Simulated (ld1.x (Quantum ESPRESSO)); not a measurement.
## Hg: one change to an RRKJ potential, before and after

- Element: mercury
- Generator: ld1.x (Quantum ESPRESSO) 7.5
- Type: norm-conserving RRKJ (Kleinman–Bylander form)
- Functional: PBEsol
- Relativity: scalar-relativistic
- Frozen core: [Xe] 4f14
- Valence charge: 12
- Reference configuration: 5d10 6s1.5 6p0.5
- Partial waves: 6s (bound): rc 2.15 bohr; 5d (bound): rc 1.95 bohr; 6p (bound): rc 2.35 bohr
- Local potential: the p channel
- Core correction: Bessel-smoothed model core inside 1.45 bohr
- rho0: 0.001

Change: wave 6p (bound): rc 2.35 bohr becomes 6p (bound): rc 2.88 bohr.

Cutoffs: the cutoffs (Ry, on a coarse ladder) from which the occupation-weighted sum of valence levels, in a spherical-Bessel basis at the reference potential, stays within 10 and 1 mRy of its value at 400 Ry; they do not see the model core or the augmentation charge, which bear on the density cutoff. Errors are all-electron minus pseudo energies relative to the spin-unpolarised reference configuration.

Problem. How do hardness, ghosts and transferability respond?

Solution. The potential gets neither clearly harder nor softer (40 Ry and 45 Ry → 40 Ry and 45 Ry); the d channel sets the loose cutoff, while the largest relative change is in s, which becomes harder; of the 7 tests that both files solve, the error grows in 1 and shrinks in 0 by more than 15 % and 0.3 meV (median size 55.0 → 56.4 meV); neither file shows a bound ghost.

```tsv
quantity	base	changed
cutoff, loose	40 Ry	40 Ry
cutoff, tight	45 Ry	45 Ry
loose cutoff by channel (10 mRy a level)	s 15 Ry, d 35 Ry, p 6 Ry	s 18 Ry, d 35 Ry, p 6 Ry
bound ghosts	none	none
error for 5d10 6s2 6p0, meV [ΔE -3.00 eV]	0.0	-0.2
error for 5d10 6s1 6p0, meV [ΔE 7.74 eV]	-7.5	-8.4
error for 5d10 6s0 6p0, meV [ΔE 26.74 eV]	-55	-56
error for 5d9 6s2 6p0, meV [ΔE 12.54 eV]	-89	-112
error for 5d8 6s0 6p0, meV [ΔE 112.08 eV]	-819	-827
error for 5d9 6s0 6p0, meV [ΔE 62.30 eV]	-236	-241
error for 5d10 6s1 6p1, meV [ΔE 3.13 eV]	-1.8	-1.9
```
